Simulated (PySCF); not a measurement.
Job file and geometry (Å, from PBE0-D3(BJ)/def2-SVP) of a spin–spin coupling run on `[CH3][Ge]([CH3])([Br])[Br]`, C₂H₆Br₂Ge, PySCF, PBE/pcJ-1 Br:pcSseg-1 Ge:pcSseg-1 indirect spin-spin coupling, non-relativistic, gas phase; density fitting, a coarse starting grid and PySCF grid level 2 are the driver's defaults:

```
$ OMP_NUM_THREADS=1 python probes_run.py task.json out

{"job": {"kind": "j", "xc": "PBE", "basis": "pcJ-1"}, "charge": 0, "multiplicity": 1}
Ge     0.493156    -0.006767     0.343046
Br     0.548797     0.024180     2.660607
Br     2.678646    -0.027232    -0.419095
C     -0.325670     1.641673    -0.258979
H     -1.372964     1.677444     0.073244
H     -0.280701     1.693279    -1.356395
H      0.219377     2.495701     0.164665
C     -0.347391    -1.660253    -0.214538
H     -0.409255    -1.688493    -1.312226
H     -1.357100    -1.723006     0.215834
H      0.251176    -2.512027     0.134747
```

Q: What does the program print?

A: 
```
coarse grid: 47272 points
cycle   1  E = -7303.1277524447  dE = -2.809e+00  |g| = 1.694e+00  |ddm| = 3.152e+00
cycle   2  E = -7302.8875095049  dE =  2.402e-01  |g| = 1.806e+00  |ddm| = 1.924e+00
cycle   3  E = -7303.2780545960  dE = -3.905e-01  |g| = 4.559e-01  |ddm| = 1.624e+00
cycle   4  E = -7303.3132204471  dE = -3.517e-02  |g| = 9.366e-02  |ddm| = 4.496e-01
cycle   5  E = -7303.3143425469  dE = -1.122e-03  |g| = 3.711e-02  |ddm| = 1.274e-01
cycle   6  E = -7303.3147488411  dE = -4.063e-04  |g| = 1.069e-02  |ddm| = 5.684e-02
cycle   7  E = -7303.3147761988  dE = -2.736e-05  |g| = 2.207e-03  |ddm| = 1.002e-02
cycle   8  E = -7303.3147775701  dE = -1.371e-06  |g| = 1.712e-04  |ddm| = 2.884e-03
final grid: 93840 points
cycle   9  E = -7303.3147798155  dE = -4.637e-08  |g| = 3.056e-04  |ddm| = 1.558e-03
cycle  10  E = -7303.3147797656  dE =  4.989e-08  |g| = 5.605e-04  |ddm| = 8.921e-04
cycle  11  E = -7303.3147798375  dE = -7.189e-08  |g| = 5.985e-05  |ddm| = 5.975e-04
cycle  12  E = -7303.3147798383  dE = -7.803e-10  |g| = 8.385e-06  |ddm| = 7.197e-05
converged SCF energy = -7303.3147798383

Indirect spin-spin couplings (Hz)
  i      j    bonds     total        FC       PSO       DSO        SD
  3 C    4 H    1    127.477   124.976     1.368     1.133         -
  3 C    5 H    1    127.545   125.045     1.361     1.138         -
  3 C    6 H    1    132.138   129.742     1.228     1.169         -
  3 C    7 C    2      5.122     5.418    -0.208    -0.089         -
  3 C    8 H    3     -0.595    -0.529    -0.008    -0.058         -
  3 C    9 H    3     -0.696    -0.606     0.012    -0.103         -
  3 C   10 H    3      3.929     4.320     0.254    -0.645         -
  4 H    5 H    2    -10.525   -11.964     2.883    -1.444         -
  4 H    6 H    2    -11.418   -12.942     2.820    -1.296         -
  4 H    7 C    3     -0.617    -0.547    -0.006    -0.065         -
  4 H    9 H    4      0.451     0.115    -0.538     0.873         -
  4 H   10 H    4     -0.850    -0.224     1.018    -1.645         -
  5 H    6 H    2    -11.575   -13.110     2.801    -1.266         -
  5 H    7 C    3     -0.684    -0.597     0.011    -0.097         -
  5 H    8 H    4      0.470     0.118    -0.562     0.913         -
  5 H   10 H    4     -0.912    -0.276     0.979    -1.616         -
  6 H    7 C    3      3.930     4.321     0.254    -0.646         -
  6 H    8 H    4     -0.832    -0.212     1.011    -1.631         -
  6 H    9 H    4     -0.927    -0.281     0.988    -1.634         -
  6 H   10 H    4      0.464     1.681     1.213    -2.430         -
  7 C    8 H    1    127.032   124.523     1.375     1.133         -
  7 C    9 H    1    127.765   125.272     1.357     1.136         -
  7 C   10 H    1    132.358   129.967     1.225     1.167         -
  8 H    9 H    2    -10.597   -12.035     2.874    -1.436         -
  8 H   10 H    2    -11.523   -13.047     2.805    -1.280         -
  9 H   10 H    2    -11.433   -12.961     2.822    -1.294         -
```

Size and cost of the density-fitted run: 237 basis functions, 91 s wall time on 1 thread of an Intel Xeon, shared host; peak memory 1.1 GiB.
